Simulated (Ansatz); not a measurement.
Ansatz (a first-principles code) job for In(H)(Cl)(Et) (C2H6ClIn), SMILES C[CH2][InH][Cl], PBE/def2-SVPD. Geometry optimised at B3LYP-D3(BJ)/def2-SVP. The structure was generated by enumeration; whether it is a known compound was not checked. The def2 effective core potentials stand for the cores of In; spin–orbit coupling is left out. One conformer was computed; it need not be the lowest.

Ansatz 0.2 input:
```yaml
crystal:
  periodic: [false, false, false]
  atoms:
    - {symbol: In, position_ang: [0.43439252, -0.06353578, 0.00000000]}
    - {symbol: H, position_ang: [2.15450939, -0.25017952, -0.00000000]}
    - {symbol: Cl, position_ang: [-0.67646864, -2.18556222, -0.00000000]}
    - {symbol: C, position_ang: [-0.98128331, 1.59562858, 0.00000000]}
    - {symbol: C, position_ang: [-0.36536874, 2.99487964, -0.00000000]}
    - {symbol: H, position_ang: [-1.62172646, 1.42902121, 0.88151392]}
    - {symbol: H, position_ang: [-1.62172646, 1.42902122, -0.88151391]}
    - {symbol: H, position_ang: [0.26508280, 3.17082547, -0.88670595]}
    - {symbol: H, position_ang: [0.26508280, 3.17082548, 0.88670595]}
    - {symbol: H, position_ang: [-1.14657644, 3.77524780, -0.00000000]}
basis:
  gaussian:
    orbitals: def2-SVPD
hamiltonian:
  xc: {name: PBE}
```

Log of the run:

```
WARN ansatz: RAYON_NUM_THREADS=1 ignored (pool sized by the plan → 1); use --threads N
Functional definition: PBE
integrals: 0.09 GiB planned
1351 factors; their error is unknown
mean field: 0.53 GiB planned
mean field evaluation 1: about -19844.2792 eV, gradient 6.6e1 eV
mean field evaluation 2: about -19758.5075 eV, gradient 1.4e2 eV
mean field evaluation 4: about -19855.4444 eV, gradient 1.3e1 eV
mean field evaluation 8: about -19855.9262 eV, gradient 2.7e-1 eV
mean field evaluation 16: about -19855.8777 eV, gradient 1.9e-4 eV
mean field -19855.87765278 eV, -729.6900449424 hartree, gradient 1.1e-5 eV, S^2 0.000000; 0 other end points of the search recorded, 0 dependent functions left out
reference -19855.87770838 eV, -729.6900469856 hartree; 28, 28 occupied and 119, 119 virtual orbitals, 1351 factors
Total energy: -19855.87770838 eV, -729.6900469856 hartree
```

The run converged.

Cost: roughly 4 core-seconds.
